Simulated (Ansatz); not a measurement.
```xyz
13

C    -1.037   -1.965    0.692
O    -0.845   -0.667    0.170
Si    0.631    0.003   -0.083
O     1.470    0.264    1.312
Si    0.182    1.994   -1.232
H    -2.079   -2.247    0.535
H    -0.396   -2.698    0.189
H    -0.823   -1.993    1.765
H     1.494   -0.958   -0.820
H     1.144    0.942    1.905
H    -0.551    2.938   -0.342
H    -0.644    1.742   -2.443
H     1.453    2.647   -1.650
```

The species carries charge 0 and has multiplicity 1.

Task: List the r2SCAN/def2-TZVPP orbital energies in eV (Ansatz). (Best estimate.)

Result: The calculation gave: Occupied: -1791.73, -1790.70, -515.95, -515.85, -274.42, -142.02, -141.22, -96.91, -96.89, -96.86, -96.07, -96.07, -96.06, -26.89, -26.38, -17.93, -14.61, -13.65, -12.72, -11.58, -11.45, -10.13, -9.67, -8.88, -8.75, -8.69, -7.69, -7.22, -6.94. Lowest empty: -0.60, -0.24, 0.74, 1.03, 1.42, 1.63, 2.15, 2.30.
